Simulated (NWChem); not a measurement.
System: CH$_{3}$F$_{2}$Sc; SMILES [Sc]([F])([CH3])[F]

NWChem input:

```
start job
memory heap 200 mb stack 900 mb global 1100 mb
geometry units angstroms noautoz
  Sc    -0.000748    -0.043143     0.001905
  F      1.620615    -0.878023    -0.001893
  F     -1.585646    -0.945377    -0.001234
  C     -0.033993     2.134225     0.002082
  H     -1.053040     2.555097     0.066080
  H      0.430607     2.543033    -0.915780
  H      0.548436     2.550168     0.846081
end
basis spherical
  * library def2-svp
end
dft
  xc xcamb88 1.00 lyp 0.81 vwn_5 0.19 hfexch 1.00
  cam 0.33 cam_alpha 0.19 cam_beta 0.46
  iterations 150
  vectors input atomic output neutral.movecs
end
task dft energy
charge 1
dft
  odft
  mult 2
  vectors input atomic output cation.movecs
end
task dft energy
```

Output (shortened):

```
             Northwest Computational Chemistry Package (NWChem) 7.3.0
             --------------------------------------------------------

 C1  symmetry detected

                             Geometry "geometry" -> ""
                             -------------------------

 Output coordinates in angstroms (scale by  1.889725989 to convert to a.u.)

  No.       Tag          Charge          X              Y              Z
 ---- ---------------- ---------- -------------- -------------- --------------
    1 Sc                  21.0000     0.00505484    -0.10838529     0.00157949
    2 F                    9.0000     1.67175123    -0.84863752    -0.00102586
    3 F                    9.0000    -1.52532907    -1.10028043    -0.00103481
    4 C                    6.0000    -0.15336117     2.06346580    -0.00039324
    5 H                    1.0000    -1.19494506     2.42509473     0.06295731
    6 H                    1.0000     0.28721997     2.49742796    -0.91855057
    7 H                    1.0000     0.40394111     2.51303509     0.84332949

 Effective nuclear repulsion energy (a.u.)     199.0292910091

                                 NWChem DFT Module
                                 -----------------

 Summary of "ao basis" -> "ao basis" (spherical)
 ------------------------------------------------------------------------------
       Tag                 Description            Shells   Functions and Types
 ---------------- ------------------------------  ------  ---------------------
 Sc                         def2-svp                11       31   5s3p2d1f
 F                          def2-svp                 6       14   3s2p1d
 C                          def2-svp                 6       14   3s2p1d
 H                          def2-svp                 3        5   2s1p

            General Information
            -------------------
          SCF calculation type: DFT
          Wavefunction type:  closed shell.
          No. of atoms     :     7
          No. of electrons :    48
           Alpha electrons :    24
            Beta electrons :    24
          Charge           :     0
          Spin multiplicity:     1
          Use of symmetry is: off; symmetry adaption is: off
          Maximum number of iterations: 150
          AO basis - number of functions:    88
                     number of shells:    38
          Convergence on energy requested:  1.00D-06
          Convergence on density requested:  1.00D-05
          Convergence on gradient requested:  5.00D-04

              XC Information
              --------------
                     Hartree-Fock (Exact) Exchange  1.000
                   CAM-Becke88 Exchange Functional  1.000
                      VWN V Correlation Functional  0.190 local
              Lee-Yang-Parr Correlation Functional  0.810

           Range-Separation Parameters
           ---------------------------
           Alpha           :  0.19
           Beta            :  0.46
           Gamma           :  0.33
           Short-Range HF  :     F

             Grid Information
             ----------------
          Grid used for XC integration:  medium
          Radial quadrature: Mura-Knowles
          Angular quadrature: Lebedev.
          Tag              B.-S. Rad. Rad. Pts. Rad. Cut. Ang. Pts.
          ---              ---------- --------- --------- ---------
          Sc                  1.60      112          10.0       590
          F                   0.50       49          11.0       434
          C                   0.70       49          10.0       434
          H                   0.35       45          11.0       434
          Grid pruning is: on
          Number of quadrature shells:   394
          Spatial weights used:  Erf1

      Superposition of Atomic Density Guess
      -------------------------------------

 Sum of atomic energies:        -997.33954487

      Non-variational initial energy
      ------------------------------

 Total energy =    -997.640976
 1-e energy   =   -1765.528691
 2-e energy   =     568.858424
 HOMO         =      -0.331031
 LUMO         =      -0.080839

   convergence    iter        energy       DeltaE   RMS-Dens  Diis-err
 ---------------- ----- ----------------- --------- --------- ---------
 d= 0,ls=0.0,diis     1   -999.9059860404 -1.20D+03  2.35D-02  1.62D+00
 d= 0,ls=0.0,diis     2   -999.1469962128  7.59D-01  1.37D-02  1.15D+01
 d= 0,ls=0.0,diis     3  -1000.1332553125 -9.86D-01  1.76D-03  4.53D-02
 d= 0,ls=0.0,diis     4  -1000.1371721876 -3.92D-03  7.53D-04  1.02D-02
 d= 0,ls=0.0,diis     5  -1000.1384569023 -1.28D-03  3.77D-04  5.84D-04
  Resetting Diis
 d= 0,ls=0.0,diis     6  -1000.1386112552 -1.54D-04  1.76D-04  3.68D-05
 d= 0,ls=0.0,diis     7  -1000.1386441927 -3.29D-05  8.54D-05  7.35D-06
 d= 0,ls=0.0,diis     8  -1000.1386504196 -6.23D-06  3.47D-05  2.53D-06
 d= 0,ls=0.0,diis     9  -1000.1386520106 -1.59D-06  4.41D-05  1.27D-06
 d= 0,ls=0.0,diis    10  -1000.1386529143 -9.04D-07  8.62D-06  1.48D-07

         Total DFT energy =    -1000.138652914274
      One electron energy =    -1770.159488328579
           Coulomb energy =      637.509985370909
    Exchange-Corr. energy =      -66.518440965701
 Nuclear repulsion energy =      199.029291009098

 Numeric. integr. density =       48.000003875117

                       DFT Final Molecular Orbital Analysis
                       ------------------------------------

 Vector   22  Occ=2.000000D+00  E=-4.428183D-01
              MO Center=  7.8D-02,  2.2D+00, -5.1D-02, r^2= 1.4D+00
   Bfn.  Coefficient  Atom+Function         Bfn.  Coefficient  Atom+Function
  ----- ------------  ---------------      ----- ------------  ---------------
    65      0.422787  4 C  pz                79     -0.319099  6 H  s
    84      0.294711  7 H  s                 68      0.179865  4 C  pz
    80     -0.157251  6 H  s                 85      0.144861  7 H  s
    14      0.052160  1 Sc pz                11     -0.051777  1 Sc pz
    16      0.045436  1 Sc d -1              51     -0.043327  3 F  pz

 Vector   23  Occ=2.000000D+00  E=-4.397983D-01
              MO Center= -3.6D-01,  1.8D+00,  4.1D-02, r^2= 2.8D+00
   Bfn.  Coefficient  Atom+Function         Bfn.  Coefficient  Atom+Function
  ----- ------------  ---------------      ----- ------------  ---------------
    63      0.396889  4 C  px                74     -0.333194  5 H  s
    84      0.187107  7 H  s                 66      0.175350  4 C  px
    75     -0.157281  5 H  s                 36      0.151986  2 F  py
    50     -0.148544  3 F  py                79      0.147293  6 H  s
    49      0.114348  3 F  px                39     -0.105823  2 F  py

 Vector   24  Occ=2.000000D+00  E=-3.185267D-01
              MO Center= -1.2D-01,  1.6D+00,  9.0D-04, r^2= 1.7D+00
   Bfn.  Coefficient  Atom+Function         Bfn.  Coefficient  Atom+Function
  ----- ------------  ---------------      ----- ------------  ---------------
    64      0.471476  4 C  py                67      0.307768  4 C  py
     4     -0.263267  1 Sc s                 19      0.229665  1 Sc d  2
     3      0.211611  1 Sc s                 10      0.207257  1 Sc py
    62     -0.204761  4 C  s                 13     -0.162738  1 Sc py
    17      0.106469  1 Sc d  0              61     -0.103276  4 C  s

 Vector   25  Occ=0.000000D+00  E=-4.679260D-02
              MO Center=  7.8D-03, -1.6D-01,  5.8D-03, r^2= 3.7D+00
   Bfn.  Coefficient  Atom+Function         Bfn.  Coefficient  Atom+Function
  ----- ------------  ---------------      ----- ------------  ---------------
    17      0.511112  1 Sc d  0               4      0.428897  1 Sc s
     5      0.386073  1 Sc s                 22      0.336243  1 Sc d  0
     3     -0.305441  1 Sc s                 62     -0.119309  4 C  s
    61     -0.062688  4 C  s                  2      0.060930  1 Sc s
    19      0.057147  1 Sc d  2              38     -0.056405  2 F  px

 Vector   26  Occ=0.000000D+00  E=-2.159498D-03
              MO Center=  3.6D-03,  5.3D-02, -7.0D-04, r^2= 1.4D+00
   Bfn.  Coefficient  Atom+Function         Bfn.  Coefficient  Atom+Function
  ----- ------------  ---------------      ----- ------------  ---------------
    16      0.745898  1 Sc d -1              21      0.401957  1 Sc d -1
    14      0.150089  1 Sc pz                80      0.138854  6 H  s
    85     -0.129035  7 H  s                 18      0.102266  1 Sc d  1
    79      0.098544  6 H  s                 84     -0.091233  7 H  s
    37     -0.087254  2 F  pz                40      0.079080  2 F  pz

 Vector   27  Occ=0.000000D+00  E= 1.844636D-02
              MO Center=  3.1D-03, -1.5D-01, -1.9D-04, r^2= 1.2D+00
   Bfn.  Coefficient  Atom+Function         Bfn.  Coefficient  Atom+Function
  ----- ------------  ---------------      ----- ------------  ---------------
    18      0.776539  1 Sc d  1              23      0.377238  1 Sc d  1
    51      0.176033  3 F  pz                37     -0.163832  2 F  pz
    54     -0.163215  3 F  pz                40      0.151112  2 F  pz
    16     -0.112365  1 Sc d -1              68      0.074454  4 C  pz
    85     -0.070173  7 H  s                 21     -0.063812  1 Sc d -1

     Multipole analysis of the density
     ---------------------------------

     L   x y z        total         alpha         beta         nuclear
     -   - - -        -----         -----         ----         -------
     0   0 0 0     -0.000000    -24.000000    -24.000000     48.000000

     1   1 0 0     -0.008279     -0.004139     -0.004139     -0.000000
     1   0 1 0      0.169881      0.084940      0.084940     -0.000000
     1   0 0 1      0.004294      0.002147      0.002147      0.000000

     2   2 0 0    -30.935987   -101.008626   -101.008626    171.081265
     2   1 1 0     -0.112513      1.264062      1.264062     -2.640638
     2   1 0 1      0.001128     -0.001042     -0.001042      0.003212
     2   0 2 0    -29.365129   -124.679990   -124.679990    219.994851
     2   0 1 1     -0.013630      0.015328      0.015328     -0.044285
     2   0 0 2    -21.200214    -13.383708    -13.383708      5.567203

                                 NWChem DFT Module
                                 -----------------

            General Information
            -------------------
          SCF calculation type: DFT
          Wavefunction type:  spin polarized.
          No. of atoms     :     7
          No. of electrons :    47
           Alpha electrons :    24
            Beta electrons :    23
          Charge           :     1
          Spin multiplicity:     2
          Use of symmetry is: off; symmetry adaption is: off
          Maximum number of iterations: 150
          This is a Direct SCF calculation.
          AO basis - number of functions:    88
                     number of shells:    38
          Convergence on energy requested:  1.00D-06
          Convergence on density requested:  1.00D-05
          Convergence on gradient requested:  5.00D-04

              XC Information
              --------------
                     Hartree-Fock (Exact) Exchange  1.000
                   CAM-Becke88 Exchange Functional  1.000
                      VWN V Correlation Functional  0.190 local
              Lee-Yang-Parr Correlation Functional  0.810

           Range-Separation Parameters
           ---------------------------
           Alpha           :  0.19
           Beta            :  0.46
           Gamma           :  0.33
           Short-Range HF  :     F

             Grid Information
             ----------------
          Grid used for XC integration:  medium
          Radial quadrature: Mura-Knowles
          Angular quadrature: Lebedev.
          Tag              B.-S. Rad. Rad. Pts. Rad. Cut. Ang. Pts.
          ---              ---------- --------- --------- ---------
          Sc                  1.60      112          10.0       590
          F                   0.50       49          11.0       434
          C                   0.70       49          10.0       434
          H                   0.35       45          11.0       434
          Grid pruning is: on
          Number of quadrature shells:   394
          Spatial weights used:  Erf1

      Superposition of Atomic Density Guess
      -------------------------------------

 Sum of atomic energies:        -997.33954487

 Renormalizing density from      48.00 to     47

      Non-variational initial energy
      ------------------------------

 Total energy =    -984.314662
 1-e energy   =   -1728.746844
 2-e energy   =     545.402890
 HOMO         =      -0.609430
 LUMO         =      -0.349296

   convergence    iter        energy       DeltaE   RMS-Dens  Diis-err
 ---------------- ----- ----------------- --------- --------- ---------
 d= 0,ls=0.0,diis     1   -999.4254841923 -1.20D+03  1.72D-02  7.90D-01
                                                     2.00D-02  7.81D-01
 d= 0,ls=0.0,diis     2   -993.7247471160  5.70D+00  1.27D-02  1.95D+01
                                                     1.66D-02  1.76D+01
 d= 0,ls=0.0,diis     3   -999.7387215461 -6.01D+00  1.56D-03  1.36D-01
                                                     1.47D-03  1.35D-01
 d= 0,ls=0.0,diis     4   -999.7753722923 -3.67D-02  5.23D-04  7.29D-03
                                                     5.24D-04  8.01D-03
 d= 0,ls=0.0,diis     5   -999.7786514287 -3.28D-03  2.28D-04  4.94D-04
                                                     1.37D-04  3.22D-04
  Resetting Diis
 d= 0,ls=0.0,diis     6   -999.7788628463 -2.11D-04  4.91D-05  2.67D-05
                                                     5.36D-05  3.68D-05
 d= 0,ls=0.0,diis     7   -999.7788874835 -2.46D-05  3.14D-05  4.26D-06
                                                     1.78D-05  1.93D-06
 d= 0,ls=0.0,diis     8   -999.7788909257 -3.44D-06  9.25D-06  1.56D-06
                                                     1.14D-05  2.48D-06
 d= 0,ls=0.0,diis     9   -999.7788919023 -9.77D-07  8.75D-06  6.80D-07
                                                     7.90D-06  5.22D-07

         Total DFT energy =     -999.778891902341
      One electron energy =    -1758.091680907798
           Coulomb energy =      625.448611263461
    Exchange-Corr. energy =      -66.165113267102
 Nuclear repulsion energy =      199.029291009098

 Numeric. integr. density =       47.000003151424

                    DFT Final Alpha Molecular Orbital Analysis
                    ------------------------------------------

 Vector   22  Occ=1.000000D+00  E=-6.641075D-01
              MO Center=  3.3D-02, -9.4D-01, -1.0D-03, r^2= 2.9D+00
   Bfn.  Coefficient  Atom+Function         Bfn.  Coefficient  Atom+Function
  ----- ------------  ---------------      ----- ------------  ---------------
    51      0.460288  3 F  pz                37      0.449023  2 F  pz
    54     -0.306603  3 F  pz                40     -0.298976  2 F  pz
    14     -0.132852  1 Sc pz                11      0.111159  1 Sc pz
    16      0.104646  1 Sc d -1              21      0.069252  1 Sc d -1
     8     -0.034124  1 Sc pz                28      0.026290  1 Sc f  0

 Vector   23  Occ=1.000000D+00  E=-6.570201D-01
              MO Center=  1.9D-02, -2.3D-01, -6.8D-04, r^2= 4.1D+00
   Bfn.  Coefficient  Atom+Function         Bfn.  Coefficient  Atom+Function
  ----- ------------  ---------------      ----- ------------  ---------------
    49      0.364033  3 F  px                35     -0.328907  2 F  px
    64     -0.298868  4 C  py                52     -0.255431  3 F  px
    10     -0.233022  1 Sc py                38      0.233040  2 F  px
    36     -0.228049  2 F  py                50     -0.164511  3 F  py
    67     -0.160667  4 C  py                13      0.150490  1 Sc py

[...]
```

Level: CAM-B3LYP/def2-SVP, vertical spin-unrestricted ions. Coordinates come from a PBE0/def2-SVP optimisation.
